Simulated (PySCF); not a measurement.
**Shieldings and the share of exact exchange**

Molecule: `C=CC[SiH2]C`, C$_{4}$H$_{10}$Si.

Molfile (atoms numbered from 1):
```
C4H10Si
     RDKit          3D

 15 14  0  0  0  0  0  0  0  0999 V2000
    2.1168   -0.4641   -1.0871 C   0  0  0  0  0  0  0  0  0  0  0  0
    1.7381   -0.1397    0.1525 C   0  0  0  0  0  0  0  0  0  0  0  0
    0.7698    0.9336    0.5203 C   0  0  0  0  0  0  0  0  0  0  0  0
   -0.9336    0.2197    0.9646 Si  0  0  0  0  0  4  0  0  0  0  0  0
   -1.6714   -0.6911   -0.5009 C   0  0  0  0  0  0  0  0  0  0  0  0
    1.7545    0.0883   -1.9605 H   0  0  0  0  0  0  0  0  0  0  0  0
    2.8089   -1.2895   -1.2723 H   0  0  0  0  0  0  0  0  0  0  0  0
    2.1344   -0.7314    0.9883 H   0  0  0  0  0  0  0  0  0  0  0  0
    0.6319    1.6483   -0.3089 H   0  0  0  0  0  0  0  0  0  0  0  0
    1.1274    1.5076    1.3921 H   0  0  0  0  0  0  0  0  0  0  0  0
   -1.8323    1.3407    1.3912 H   0  0  0  0  0  0  0  0  0  0  0  0
   -0.7781   -0.7118    2.1280 H   0  0  0  0  0  0  0  0  0  0  0  0
   -2.6396   -1.1460   -0.2422 H   0  0  0  0  0  0  0  0  0  0  0  0
   -0.9900   -1.4892   -0.8341 H   0  0  0  0  0  0  0  0  0  0  0  0
   -1.8311   -0.0047   -1.3472 H   0  0  0  0  0  0  0  0  0  0  0  0
  1  2  2  0
  2  3  1  0
  3  4  1  0
  4  5  1  0
  1  6  1  0
  1  7  1  0
  2  8  1  0
  3  9  1  0
  3 10  1  0
  4 11  1  0
  4 12  1  0
  5 13  1  0
  5 14  1  0
  5 15  1  0
M  END
```

GIAO shieldings (ppm, equivalent atoms averaged) in PySCF on the PBE0-D3(BJ)/def2-SVP geometry, basis pcSseg-1, gas phase, non-relativistic:

| functional | exact exchange (%) | σ(C3) | σ(Si4) |
| --- | --- | --- | --- |
| BLYP | 0 | 150.3 | 367.7 |
| BP86 | 0 | 155.5 | 377.1 |
| PBE | 0 | 155.7 | 378.4 |
| PBE0 | 25 | 162.4 | 393.0 |
| mPW1PW91 | 25 | 161.7 | 391.1 |
| BHandHLYP | 50 | 163.2 | 397.7 |
| HF | 100 | 173.8 | 428.5 |

Problem. Fit each shielding as a line in the percentage of exact exchange.

Solution. σ(C3) = 154.8 + 0.20 x (rms 2.2 ppm); σ(Si4) = 375.4 + 0.53 x (rms 4.0 ppm). The functionals also differ in their semilocal parts, which the line can't hold; Hartree–Fock has no correlation at all.

Problem. What does the line predict for B3LYP (20 %), and what does the run give?

Solution. σ(C3): 158.8 predicted, 156.1 computed; σ(Si4): 386.0 predicted, 379.9 computed ppm.
